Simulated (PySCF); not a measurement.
Excitation energies in several basis sets

Species: germanium monoselenide, GeSe.
Atom-mapped SMILES: `[Ge-:1]#[Se+:2]`

TDDFT with PBE0 (PySCF), vertical singlets, core orbitals frozen in the response, spherical d and f functions. Isolated species at its PBE0-D3(BJ)/def2-SVP geometry, gas phase. The PBE0/6-31G* calculation is non-relativistic and has no spin–orbit coupling, an omission that weighs most on germanium and selenium.

```
      basis  functions  diffuse  S1 (eV)  S2 (eV)  S3 (eV)  S4 (eV)  S5 (eV)  LUMO (eV)  α (au)
     6-31G*         64       no     3.44     3.71     3.71     3.95     3.95      -2.50    48.3
   def2-SVP         64       no     3.47     3.75     3.75     3.98     3.98      -2.40    46.7
aug-cc-pVDZ         72      yes     3.45     3.72     3.72     3.95     3.95      -2.52    60.1
  def2-SVPD         79      yes     3.47     3.74     3.74     3.99     3.99      -2.52    60.7
  def2-TZVP         96       no     3.46     3.71     3.71     3.91     3.91      -2.45    53.9
 def2-TZVPD        111      yes     3.46     3.70     3.70     3.91     3.91      -2.50    61.3
aug-cc-pVTZ        118      yes     3.45     3.69     3.69     3.90     3.90      -2.52    61.3
```

Q: Compare the sets with the largest diffuse one.

A: States are compared by their number. Against the largest diffuse basis here (aug-cc-pVTZ, itself not a converged limit), sets without diffuse functions differ by up to 0.02 eV in S1 and 0.09 eV in S5; the smaller diffuse sets differ by up to 0.02 and 0.09 eV. State by state, the largest deviation of a set without diffuse functions is S1 0.02, S2 0.06, S3 0.06, S4 0.09, S5 0.09 eV. The same number needn't mean the same state in each row. Against aug-cc-pVTZ the polarisability deviates by -21% in 6-31G*, -24% in def2-SVP, -2% in aug-cc-pVDZ, -1% in def2-SVPD, -12% in def2-TZVP, 0% in def2-TZVPD.
